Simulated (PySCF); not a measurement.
Compound: C6H14OSi.
Numbering: `[CH3:1][CH2:2][SiH:3]1[CH2:4][CH2:5][O:6][CH2:7][CH2:8]1`

Structure used (PBE0-D3(BJ)/def2-SVP), in Å, numbered top down from 1:
```xyz
22
C6H14OSi angstrom
C      2.534   -0.030   -0.577
C      1.638    1.028    0.063
Si    -0.088    0.416    0.509
C     -1.068   -0.188   -0.989
C     -2.559   -0.242   -0.647
O     -3.068    0.979   -0.177
C     -2.667    1.333    1.120
C     -1.204    1.772    1.205
H      3.527    0.372   -0.834
H      2.094   -0.428   -1.505
H      2.693   -0.887    0.099
H      2.106    1.426    0.980
H      1.517    1.893   -0.612
H      0.012   -0.702    1.508
H     -0.916    0.524   -1.819
H     -0.722   -1.175   -1.340
H     -3.155   -0.493   -1.540
H     -2.745   -1.043    0.100
H     -3.338    2.150    1.431
H     -2.847    0.486    1.816
H     -0.940    2.029    2.244
H     -1.069    2.685    0.599
```

Probes without a nucleus sit at each ring's centroid and 1 Å off its mean plane on both sides; NICS is minus the shielding there, NICSzz its component along the normal. Level: GIAO PBE0/pcSseg-1 (PySCF, non-relativistic, gas phase) on the PBE0-D3(BJ)/def2-SVP geometry, one conformer.

Ring bond lengths (Å), with Mayer bond orders in brackets: Si3–C4 1.890 (0.91), C4–C5 1.531 (1.03), C5–O6 1.404 (0.94), O6–C7 1.404 (0.94), C7–C8 1.531 (1.03), C8–Si3 1.889 (0.91).

Task: What do the NICS probes read (ppm)?

Result: 
```
              ring                                                    type  NICS(0)  NICS(1), two faces  NICS(1)zz, two faces  rms pucker (Å)  centre to ring atoms, mean (Å)
Si3–C4–C5–O6–C7–C8  6-membered ring with O and Si; formal bonds all single     -1.9         -1.6 / -1.9             2.6 / 4.0            0.23                            1.54
```

Task: What can be read from them?

Result: 
- Si3–C4–C5–O6–C7–C8: mean NICS(1)zz 3.3 ppm, deshielded. Si3, C4, C5, C7, C8 have four or more neighbours; no verdict on aromaticity is drawn.

Task: What is the mean of the two in-plane components of NICS at the second NICS(1) probe listed for ring Si3–C4–C5–O6–C7–C8, 1 Å off the ring?

Result: The isotropic value is a third of the trace: (3 × -1.9 − (4.0))/2 = -4.8 ppm.

Task: What are the shieldings of the ring atoms and their hydrogens in the same run (means over atoms taken as equivalent)?

Result: 
```json
{"atoms": "Si3", "environment": "SiH silicon", "σ isotropic (ppm)": "370.3"}
{"atoms": "C4 (×2)", "environment": "sp3 carbon bound to silicon", "σ isotropic (ppm)": "171.4"}
{"atoms": "C5 (×2)", "environment": "sp3 carbon bound to oxygen", "σ isotropic (ppm)": "114.9"}
{"atoms": "O6", "environment": "cyclic ether oxygen", "σ isotropic (ppm)": "281.3"}
{"atoms": "H14", "environment": "Si–H hydrogen", "σ isotropic (ppm)": "27.18"}
{"atoms": "H15 (×2)", "environment": "methylene hydrogen", "σ isotropic (ppm)": "30.54"}
{"atoms": "H16 (×2)", "environment": "methylene hydrogen", "σ isotropic (ppm)": "30.76"}
{"atoms": "H17 (×2)", "environment": "methylene hydrogen", "σ isotropic (ppm)": "27.03"}
{"atoms": "H18 (×2)", "environment": "methylene hydrogen", "σ isotropic (ppm)": "28.07"}
```

Task: How do the values depend on the level or the medium?

Result: 
```json
{"level": "PBE0/pcSseg-1, gas", "NICS(0), Si3–C4–C5–O6–C7–C8": "-1.9", "mean NICS(1)zz, Si3–C4–C5–O6–C7–C8": "3.3"}
{"level": "wB97X-D/pcSseg-1, gas", "NICS(0), Si3–C4–C5–O6–C7–C8": "-1.8", "mean NICS(1)zz, Si3–C4–C5–O6–C7–C8": "3.3"}
{"level": "PBE0/pcSseg-1, IEF-PCM water", "NICS(0), Si3–C4–C5–O6–C7–C8": "-1.8", "mean NICS(1)zz, Si3–C4–C5–O6–C7–C8": "3.3"}
```

The geometry is the same throughout; the continuum's cavity takes Bondi-type radii × 1.2.

On Arm Neoverse N1, one thread, on a shared host, this took 70 s of wall time and 1.0 GiB of memory at its peak. This is the whole shielding run at PBE0/pcSseg-1, SCF included.
